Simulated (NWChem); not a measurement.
System: SnH$_{2}$O, singlet; SMILES [OH][SnH]

All runs: NWChem. Medium grid unless said otherwise, to which SCAN and Minnesota functionals are sensitive. Low-valent species are run as closed-shell singlets; no triplet was tried in these runs. Geometry: optimised at PBE0/def2-SVP. def2 effective core potentials on Sn; no spin-orbit coupling. Hybrids' shares of exact exchange are those that their runs print; pure functionals count as 0. The functionals differ in more than this share.

```
row               share of exact exchange  highest occupied level (eV)
----------------  -----------------------  ---------------------------
PBE/def2-SVP                         0.00                        -5.70
r2SCAN/def2-SVP                      0.00                        -6.00
B3LYP/def2-SVP                       0.20                        -6.59
r2SCAN0/def2-SVP                     0.25                        -6.96
MPW1K/def2-SVP                       0.43                     withheld
```

Question: Fit a straight line of the last column on the one before it, predict the withheld value, and compare with the run.

Answer: 
1. Means of the 4 shown rows: x = 0.113, y = -6.312. Slope Σ(x − x̄)(y − ȳ)/Σ(x − x̄)² = -0.2174/0.05188 = -4.190; intercept -5.841.
2. The shown rows scatter about the line by 0.121 (root mean square); the largest residual is -0.16, at r2SCAN/def2-SVP.
3. At x = 0.43 (MPW1K/def2-SVP; beyond the shown range) the line gives -7.64.
4. The run gives -7.55, +0.09 from the line, 0.7 times the scatter.
